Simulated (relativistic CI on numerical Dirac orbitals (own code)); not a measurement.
# Hyperfine structure of Nb¹⁶⁺, mass number 93

Calculated at this level of theory: Dirac-Coulomb-Breit CI, KLI orbitals optimised for each configuration, a model potential for QED, unscaled Slater integrals (own radial code, finite nucleus).

CI space (outside the closed core [Ne]): 3s2 3p6 3d7, 3s2 3p5 3d8, 3s2 3p4 3d9, 3s 3p6 3d8, 3p6 3d9, 3s2 3p6 3d6 4s, 3s2 3p6 3d6 4p, 3s 3p5 3d9, 3s2 3p6 3d6 4d, 3s2 3p6 3d5 4s2, 3s2 3p6 3d6 4f, 3s2 3p5 3d7 4s, 3s2 3p6 3d5 4s 4p, 3s2 3p4 3d8 4s, 3s2 3p6 3d6 5s, 3s2 3p6 3d5 4p2. Levels of other configurations are missing.

Nuclear spin I = 9/2, μ = 6.163 μN, Q = -0.32 b (tables of Stone and Pyykkö). The electronic factors are computed for point nuclear moments, without core polarisation or the Bohr-Weisskopf and QED corrections.

```tsv
Level	E (cm⁻¹)	A (MHz)	B (MHz)
3s2 3p6 3d7 4F_9/2	0.0	5042	-1120
3s2 3p6 3d7 4F_7/2	18595.5	5548	-840
3s2 3p6 3d7 4F_5/2	27373.3	6404	-770
3s2 3p6 3d7 4F_3/2	32248.6	9869	-375
3s2 3p6 3d7 4P_5/2	58093.5	2878	1690
3s2 3p6 3d7 2G_9/2	60595.0	6507	1010
3s2 3p6 3d7 4P_1/2	66649.8	-3855	
3s2 3p6 3d7 2G_7/2	76853.2	8728	741
```

Levels with J = 0, under 50 % of one LS term, or S terms without an open s electron are left out. Small factors come from cancelling terms and can be off by tens of per cent or more.

At this charge energies of transitions that change n are usually good to better than 1 %, and those within a shell (Δn = 0) to a few per cent. Terms inside the open d or f shell come out 10 to 20 % too wide with unscaled integrals.

Problem. Give the hyperfine levels of 3s2 3p6 3d7 4F_9/2 relative to its centre of gravity.

Solution. With K = F(F + 1) − I(I + 1) − J(J + 1), E = AK/2 + B[¾K(K + 1) − I(I + 1)J(J + 1)]/[2I(2I − 1)J(2J − 1)]: F = 0: -125300, F = 1: -120200, F = 2: -110000, F = 3: -94710, F = 4: -74370, F = 5: -49010, F = 6: -18660, F = 7: 16630, F = 8: 56810, F = 9: 101800 MHz.

LS names give the leading component of a level, which can be under half, so a name can repeat, a term be missing and a line seem to break the LS rules.
